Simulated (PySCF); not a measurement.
Labels have come off several samples. The candidates:

A. `C([P@](C#CC)(C)=O)(C)C`
B. `Cc1cn(CC(F)(F)F)nn1`
C. SMILES CC1=C(C(C)C)[P@]1(C)=O

Spectrum 1. 1H NMR (300 MHz, computed): δ 2.96 (m, 1H), 2.32 (m, 3H), 1.66 (m, 3H), 1.26 (d, 3H), 1.05 (d, 3H). 13C{1H} NMR (computed): δ 182.4 (C), 169.1 (C), 31.3 (CH), 24.3 (CH3), 23.9 (CH3), 20.8 (CH3), 14.7 (CH3).

Spectrum 2. 1H NMR (300 MHz, computed): δ 2.10 (s, 3H), 1.42 (m, 3H), 1.40 (m, 1H), 1.38 (m, 3H), 1.17 (m, 3H). 13C{1H} NMR (computed): δ 106.0 (C), 83.7 (C), 37.4 (CH), 20.7 (CH3), 17.2 (CH3), 15.2 (CH3), 5.2 (CH3).

Spectrum 3. 1H NMR (300 MHz, computed): δ 7.64 (s, 1H), 4.93 (m, 2H), 2.65 (s, 3H). 13C{1H} NMR (computed): δ 149.5 (C), 132.5 (C), 128.7 (CH), 54.2 (CH2), 13.2 (CH3).

PySCF calculation with shielding tensors at PBE0/pcSseg-1 (GIAO) and structure optimised with GFN2-xTB; a single conformation, isolated molecule, averaged over atoms made equivalent by symmetry, fast rotation or ring inversion, relativity neglected.

δ = σ(ref) − σ, references computed at the same level: TMS for 1H and 13C. Splittings of carbon signals by F and P are missing where no couplings were computed. Where no couplings were computed, multiplicities follow the n + 1 count of equivalent neighbours, and m marks all less simple cases (inequivalent or close neighbours, rings, F or P nearby). Shifts are as computed. Against solution values, carbons near 30 ppm lie about +3 ppm off and those near 130 ppm about +5 ppm. Of 1211 compounds with measured shifts, 218 miss one by over three times the rms of a fit or turn the order of signals round; such compounds aren't used in these exercises.

Question: Which spectrum belongs to which compound?

Answer: 1–C, 2–A, 3–B.

- Spectrum 1 (C): 7 13C signals; δC 31.3 is an allylic sp3 CH; δC 24.3 is a methyl carbon.
- Spectrum 2 (A): 7 13C signals; δC 83.7 is an alkyne carbon; δC 17.2 is a methyl carbon.
- Spectrum 3 (B): 5 13C signals; δC 132.5 is a CF3 carbon; δC 54.2 is an sp3 CH2 bonded to N.
